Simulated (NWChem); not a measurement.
# Polarisability of ammonium (H$_{4}$N (+1))

SMILES: [NH4+]
```xyz
5

N      0.0000     0.0000     0.0000
H      0.8428     0.0000     0.5960
H     -0.8428     0.0000     0.5960
H      0.0000     0.8428    -0.5960
H      0.0000    -0.8428    -0.5960
```
Charge +1, spin multiplicity 1.

Everything below was run with NWChem. The geometry was optimised at B3LYP/def2-SVP, a minimum by its harmonic frequencies.

Basis set: def2-SVPD. The field's frequency is 0.0428 Ha (1065 nm).

```json
[
 {"method": "B3LYP", "isotropic polarisability (bohr³)": "9.27", "difference from CCSD linear response": "+0.11"},
 {"method": "BHandHLYP", "isotropic polarisability (bohr³)": "9.11", "difference from CCSD linear response": "-0.05"},
 {"method": "HF", "isotropic polarisability (bohr³)": "8.96", "difference from CCSD linear response": "-0.21"},
 {"method": "PBE", "isotropic polarisability (bohr³)": "9.35", "difference from CCSD linear response": "+0.18"},
 {"method": "CCSD linear response", "isotropic polarisability (bohr³)": "9.17", "difference from CCSD linear response": "0.00"}
]
```

The values span 0.39 bohr³, from HF (lowest) to PBE (highest). 

The correlated methods keep 1 core orbital frozen. B3LYP has NWChem's definition, with VWN1-RPA local correlation. Coupled-cluster values serve here as a point of comparison, not as the truth.
